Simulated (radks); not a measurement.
Species: Hg+. Configuration: [Xe] 4f14 5d10 6s1 (the NIST ground configuration). All-electron calculation, Dirac Kohn-Sham, XLYP, spin-unpolarised, spherical densities, finite nucleus; Fermi nuclear charge, rms radius 5.4648 fm. Program: a radial shooting solver on a logarithmic mesh with Libxc functionals.

Normalised radial functions P(r) = r R(r) (large component), r in bohr:

```
   r/bohr * 4f5/2, o 5p1/2 (the largest magnitude, 1.48, reaches the edge; | marks zero, & curves that meet)
  0.00218                             &
 0.003496                             *o
 0.005559                             *o
 0.008913                             * o
  0.01418                             *   o
  0.02273                             *    o
  0.03643                             *     o
  0.05794                             |*o
   0.0929                       o     |   *
   0.1477                      o      |          *
   0.2369                             |      o              *
   0.3767                             |         o                *
   0.6039                 o           |                   *
   0.9682        o                    |       *
     1.54                    o        | *
    2.469                            o*
    3.926                             &
    6.295                             &
    10.01                             &
```

4f5/2: eigenvalue -106.89 eV, 0 radial nodes, <r> = 0.479 bohr, 90 % of the charge inside 0.767 bohr. 5p1/2: eigenvalue -88.917 eV, 3 radial nodes at r = 0.0656, 0.194, 0.477 bohr, <r> = 0.972 bohr, 90 % of the charge inside 1.41 bohr.
